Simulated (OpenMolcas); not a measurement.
## Eu3+: moving the ligands

Eu3+ with 6 ligands (oxide) in trigonal antiprismatic coordination (D3d) at 2.33 Å, a polar angle of 59.1° against the regular 54.74°. A charge of +1.5 e stands 2.4 Å behind each ligand. Ligand basis ANO-RCC-VDZP.
```
Eu    0.0000    0.0000    0.0000
O     0.0000    1.9996    1.1960
O    -1.7317   -0.9998    1.1960
O     1.7317   -0.9998    1.1960
O     0.0000   -1.9996   -1.1960
O     1.7317    0.9998   -1.1960
O    -1.7317    0.9998   -1.1960
```

```json
{"Program": "OpenMolcas", "Method": "CASSCF", "Basis": "ANO-RCC-VTZP [8s7p5d3f2g1h]", "Scalar Hamiltonian": "DKH2, point nucleus", "Active space": "6 electrons in 7 orbitals (4f)", "State averaging": "2S+1 = 7 even, 7 roots; 2S+1 = 5 even, 77 roots kept (CI in the orbitals of an earlier block); 2S+1 = 3 even, 3 roots kept (CI in the orbitals of an earlier block)", "Spin-orbit coupling": "state interaction with AMFI integrals over the reference wave functions"}
```

Runs around this geometry, states (labels of D3, the rotations of D3d). Energies in cm-1 above the lowest state or level, χT in cm3 K/mol.

```json
{"R (Å)": "2.27", "Ground state": "7A2", "First state of that spin": "7E 344.7", "First gap with spin-orbit (degeneracies)": "230.1 (1, 1)", "χT at 300 K": "1.382"}
{"R (Å)": "2.33", "Ground state": "7A2", "First state of that spin": "7E 319.7", "First gap with spin-orbit (degeneracies)": "231.0 (1, 1)", "χT at 300 K": "1.371"}
{"R (Å)": "2.38", "Ground state": "7A2", "First state of that spin": "7E 301.5", "First gap with spin-orbit (degeneracies)": "232.4 (1, 1)", "χT at 300 K": "1.364"}
```

High states are left out of the spin-orbit mixing, which shifts the levels that they would mix with. The oxide ions are held by bare point charges, a crude embedding. Without dynamic correlation the ligand-field splitting of an f shell can come out too small, at times by half. No measured value stands beside these numbers; the geometry was imposed, not optimised, and the real ion may take another.
